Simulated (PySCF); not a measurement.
What settings do to a single point of Au3

The sound run of Au3 (doublet) uses PySCF 2.14.0, UKS B3LYP, Au def2-SVP with ECP60; non-relativistic Hamiltonian with scalar-relativistic core potentials where named; density fitting; no spin-orbit coupling, grid (50, 194), threshold 1e-8 Eh and 55 cycles, at the relaxed geometry:

```xyz
3

Au    1.3883    0.0000    0.0000
Au   -0.6941    1.6437    0.0000
Au   -0.6942   -1.6437    0.0000
```

There Au1 has a Mulliken charge of 0.08 e and the dipole about the centre of mass is 0.61 D. Each run below changes one thing and starts from free metal ions and neutral atoms unless it says otherwise; with 55 cycles, smearing, a level shift and second-order steps follow where DIIS fails, and their cycles count. Energy shifts count from the sound run.

| change | outcome | cycles | energy shift (eV) | largest force component (eV/Å) | charge on Au1 (e) | dipole about the centre of mass (D) |
| --- | --- | --- | --- | --- | --- | --- |
| start from a density of up to 30 smeared cycles (not counted) | converged | 10 | 0.0000 | 0.01 | 0.08 | 0.61 |
| charge changed by +4, spin kept, limit 99 cycles | converged | 19 | – | 2.87 | 1.23 | 1.12 |

One further run converged with energy shift (eV) 0.0190, largest force component (eV/Å) 0.04, charge on Au1 (e) 0.12, dipole about the centre of mass (D) 1.17. Which change was it?
A. threshold 0.001
B. all coordinates × 0.94
C. Au2 put 0.8 Å from Au1, limit 81 cycles

A.

And the other changes listed?


```json
{"change": "all coordinates × 0.94", "outcome": "converged", "cycles": "10", "energy shift (eV)": "0.24", "largest force component (eV/Å)": "2.53", "charge on Au1 (e)": "0.10", "dipole about the centre of mass (D)": "0.60"}
{"change": "Au2 put 0.8 Å from Au1, limit 81 cycles", "outcome": "converged", "cycles": "12", "energy shift (eV)": "1031.74", "largest force component (eV/Å)": "3825.10", "charge on Au1 (e)": "0.18", "dipole about the centre of mass (D)": "1.99"}
```

Unsound on purpose, so not properties of the compound: Au2 put 0.8 Å from Au1, limit 81 cycles; charge changed by +4, spin kept, limit 99 cycles.

Started from ions, an open shell can land on another state than the sound run's, and that then enters the shifts.

Forces carry noise of the integration grid, about 0.01 to 0.03 eV/Å.

A frequency check found unstable modes (1, the lowest at -9 cm⁻¹), so the relaxed geometry is a saddle point, or these are noise. Open shells may have lower solutions than the one found.
